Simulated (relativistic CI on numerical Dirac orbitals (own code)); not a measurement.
**Hyperfine structure of Sm39+, mass number 147**

Computed by Dirac-Coulomb-Breit CI, separate exchange-only KLI orbitals for each configuration, a model potential for QED, unscaled Slater integrals (own radial code, finite nucleus).

Configuration list (outside the closed core [Ne]): 3s2 3p6 3d5, 3s2 3p5 3d6, 3s2 3p4 3d7, 3s 3p6 3d6, 3p6 3d7, 3s 3p5 3d7, 3s2 3p6 3d4 4s, 3s2 3p6 3d4 4p, 3s2 3p4 3d6 4s, 3s2 3p5 3d5 4s, 3s2 3p6 3d4 4f, 3p6 3d6 4s, 3s2 3p6 3d3 4s2, 3s2 3p6 3d4 5s, 3p6 3d5 4s2. Levels of other configurations are missing.

Nuclear spin I = 7/2, μ = -0.809 μN, Q = -0.26 b (tables of Stone and Pyykkö). The electronic factors are computed for point nuclear moments, without core polarisation or the Bohr-Weisskopf and QED corrections.

```json
{"Level": "3s2 3p6 3d5 4P_1/2", "E (cm⁻¹)": "317711", "A (MHz)": "2743", "B (MHz)": ""}
{"Level": "3s2 3p6 3d5 2D_3/2", "E (cm⁻¹)": "422465", "A (MHz)": "-11300", "B (MHz)": "8770"}
{"Level": "3s2 3p6 3d5 4D_7/2", "E (cm⁻¹)": "465405", "A (MHz)": "-4690", "B (MHz)": "1270"}
{"Level": "3s2 3p6 3d5 2I_11/2", "E (cm⁻¹)": "473921", "A (MHz)": "-6708", "B (MHz)": "-373"}
{"Level": "3s2 3p6 3d5 4G_9/2", "E (cm⁻¹)": "487026", "A (MHz)": "-5828", "B (MHz)": "1610"}
```

Levels with J = 0, under 50 % of one LS term, or S terms without an open s electron are left out. Small factors come from cancelling terms and can be off by tens of per cent or more.

At this charge energies of transitions that change n are usually good to better than 1 %, and those within a shell (Δn = 0) to a few per cent. Terms inside the open d or f shell come out 10 to 20 % too wide with unscaled integrals.

Q: Give the hyperfine levels of 3s2 3p6 3d5 2D_3/2 relative to its centre of gravity.

A: With K = F(F + 1) − I(I + 1) − J(J + 1), E = AK/2 + B[¾K(K + 1) − I(I + 1)J(J + 1)]/[2I(2I − 1)J(2J − 1)]: F = 2: 80990, F = 3: 40820, F = 4: -6898, F = 5: -57140 MHz.

LS names give the leading component of a level, which can be under half, so a name can repeat, a term be missing and a line seem to break the LS rules.
